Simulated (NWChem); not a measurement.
# KI anion, doublet; SMILES of the neutral closed-shell parent [I][K]

```xyz
2

K      0.0000     0.0000    -2.4489
I      0.0000     0.0000     0.8779
```
Atoms are numbered in this order, from 1.

Results from NWChem. Spin-unrestricted. Sets without diffuse functions describe the anion's extra electron poorly. Coordinates come from a B3LYP/def2-SVPD, spin-unrestricted optimisation. This spin state was assumed; another may lie lower. No stability test was run on the SCF state. The highest occupied level is positive in some or all of these runs, so the extra electron may be held by the finite basis. def2 effective core potentials on I; no spin-orbit coupling. Level SCAN/def2-SVP: energy and gradient on several grids; changes count from the extra-fine grid, which is no exact limit either.

```
grid     size of the energy change (μHa)  largest change of a gradient component (μHa/bohr)
-------  -------------------------------  -------------------------------------------------
xcoarse                             3000                                                 40
coarse                              3000                                               < 30
medium                              1000                                               < 30
fine                                2000                                               < 30
xfine                               < 10                                               < 30
```
